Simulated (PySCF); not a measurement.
Atoms are numbered as in `[CH3:1][O:2][SiH2:3][N:4]([CH3:5])[CH3:6]`. Each H is labelled by its parent atom.

GIAO PBE0/pcSseg-1 shifts (PySCF 2.14, gas phase, non-relativistic, equivalent atoms averaged), each against references optimised in the same way as the molecule (TMS, H2O, NH3).

On the GFN2-xTB geometry: C1 55.3, C5/C6 37.2, O2 10.1, Si3 -32.3, N4 20.2, H(Si3) 4.88, H(C1) 3.98, H(C5)/H(C6) 2.48 ppm.

Q: What changes on the PBE0-D3(BJ)/def2-SVP geometry?

A: 
```csv
atoms,δ (ppm),change
C1,49.4,-5.9
C5/C6,40.1,+2.9
O2,24.6,+14.5
Si3,-18.5,+13.8
N4,38.6,+18.4
H(Si3),4.57,-0.31
H(C1),3.46,-0.52
H(C5)/H(C6),2.60,+0.12
```

Bonds between heavy atoms that differ most (equivalent bonds averaged): O2–Si3 1.618 → 1.671 Å, Si3–N4 1.721 → 1.716 Å, C1–O2 1.392 → 1.397 Å. Mean change of bonds to hydrogen: C–H +0.012 Å, Si–H +0.030 Å. The two structures also differ in conformation, which adds to the changes.
